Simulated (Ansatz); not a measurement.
[Cu(OH)2]- (CuO2H2⁻): single points at one geometry.

```yaml
crystal:
  periodic: [false, false, false]
  atoms:
    - {symbol: Cu, position_ang: [-0.187074, -0.093362, 0.003171]}
    - {symbol: O, position_ang: [-0.283753, 0.010916, 1.818370]}
    - {symbol: H, position_ang: [0.013574, 0.896601, 2.061118]}
    - {symbol: O, position_ang: [-0.211198, -0.257943, -1.809977]}
    - {symbol: H, position_ang: [0.668452, -0.556212, -2.072692]}
basis:
  gaussian: {orbitals: def2-TZVPD, initial_orbitals: start.molden}
total_charge: -1
hamiltonian: {xc: {name: B97M-V}}
scf: {omitted_lower_state_checks: [starts]}
output: {orbitals: {seedname: orbitals}}
```

The file start.molden holds the orbitals of an earlier run on this structure, at another level or in another basis.

```sh
$ ansatz run in.yaml --threads 4 --pin off --events-out ev --progress --plain --max-ram 3916MiB
```

Output, abridged:

```
Functional definition: B97M-V
939 factors; their error is unknown
mean field evaluation 1: about -48761.3103 eV, gradient 1.3e1 eV
mean field evaluation 2: about -48761.4621 eV, gradient 3.3e-1 eV
mean field evaluation 4: about -48761.4411 eV, gradient 3.1e-1 eV
mean field evaluation 8: about -48761.4412 eV, gradient 1.5e-5 eV
mean field -48761.44121096 eV, -1791.9499128108 hartree, gradient 1.5e-5 eV, S^2 0.000000; 0 other end points of the search recorded, 0 dependent functions left out
reference -48761.44127394 eV, -1791.9499151252 hartree; 24, 24 occupied and 122, 122 virtual orbitals, 939 factors
Total energy: -48761.44127394 eV, -1791.9499151252 hartree
Checks for a lower state left out: starts
```

Hardware: 4 threads of Arm Neoverse V2 on a shared host. Wall time 2.9 s.

As the first input, with `hamiltonian: {xc: {text: "exchange = 0.95*pbe_x + 0.05*exact_x\ncorrelation = pbe_c"}}` (abridged; 1.1 s):

```
Functional definition: unnamed
mean field -48761.14873342 eV, -1791.9391644597 hartree, gradient 1.1e-5 eV, S^2 0.000000
Total energy: -48761.14877354 eV, -1791.9391659338 hartree
Checks for a lower state left out: starts
```

The first input with `hamiltonian: {xc: r2scan, dispersion: d4}`, `output: {forces: true, orbitals: {seedname: orbitals}}` (abridged; 1.8 s):

```
Functional definition: r2SCAN
mean field -48769.66949422 eV, -1792.2522966434 hartree, gradient 1.2e-5 eV, S^2 0.000000
Total energy: -48769.68532835 eV, -1792.2528785369 hartree
Atom 0 force    -0.001662    -0.000825     0.000020 eV/Å
Atom 1 force     0.000828     0.002724     0.003777 eV/Å
Atom 2 force     0.000288    -0.002867    -0.002929 eV/Å
Atom 3 force     0.002573    -0.001018    -0.003787 eV/Å
Atom 4 force    -0.002026     0.001986     0.002919 eV/Å
Dipole moment:     0.267101     0.133309    -0.004530 e Å
Checks for a lower state left out: starts
```

First input, but with `hamiltonian: {xc: {text: "exchange = 0.85*pbe_x + 0.15*exact_x\ncorrelation = pbe_c"}}` (abridged; 0.95 s):

```
Functional definition: unnamed
mean field -48760.90723968 eV, -1791.9302897282 hartree, gradient 7.3e-5 eV, S^2 0.000000
Total energy: -48760.90727647 eV, -1791.9302910803 hartree
Checks for a lower state left out: starts
```

First input, but with `hamiltonian: {xc: {name: wB97X-V}}` (abridged; 2.8 s):

```
Functional definition: wB97X-V
mean field -48765.97760302 eV, -1792.1166221440 hartree, gradient 1.0e-5 eV, S^2 0.000000
Total energy: -48765.97760086 eV, -1792.1166220646 hartree
Checks for a lower state left out: starts
```

First input, but with `gaussian: {orbitals: 6-31G}`, `hamiltonian: {xc: {name: B3LYP}, dispersion: d4}` (abridged; 0.5 s):

```
Functional definition: B3LYP
mean field evaluation 16: about -48760.8543 eV, gradient 9.9e-5 eV
mean field -48760.85430794 eV, -1791.9283445228 hartree, gradient 1.1e-5 eV, S^2 0.000000
Total energy: -48760.96393170 eV, -1791.9323731214 hartree
Checks for a lower state left out: starts
```

As the first input, with `hamiltonian: {xc: hse06, dispersion: d4}` (abridged; 1.1 s):

```
Functional definition: HSE06
mean field -48760.44336877 eV, -1791.9132427866 hartree, gradient 5.9e-5 eV, S^2 0.000000
Total energy: -48760.49599287 eV, -1791.9151766867 hartree
Checks for a lower state left out: starts
```

Geometry: r2SCAN-D4/def2-TZVPD.

The 6-31G sets use Cartesian d functions. B3LYP takes the VWN-RPA correlation. HSE06 is defined as in plane-wave codes, on full-range PBE exchange. The restricted singlet is unstable towards broken spin symmetry in Hartree–Fock (as tested in another run); at B97M-V/def2-TZVPD, PBE with 5 % exact exchange/def2-TZVPD, r2SCAN-D4/def2-TZVPD, PBE with 15 % exact exchange/def2-TZVPD and others this wasn't settled. At B97M-V/def2-TZVPD, PBE with 5 % exact exchange/def2-TZVPD, r2SCAN-D4/def2-TZVPD, B3LYP-D4/6-31G the highest occupied level of the charge -1 singlet lies above zero (up to 0.58 eV). By energy differences its removal costs 2.75 eV (vertical, to the charge 0 doublet, at r2SCAN-D4/def2-TZVPD), and other spins of that charge weren't run; a positive level beside a positive removal energy at the same level points to self-interaction error.
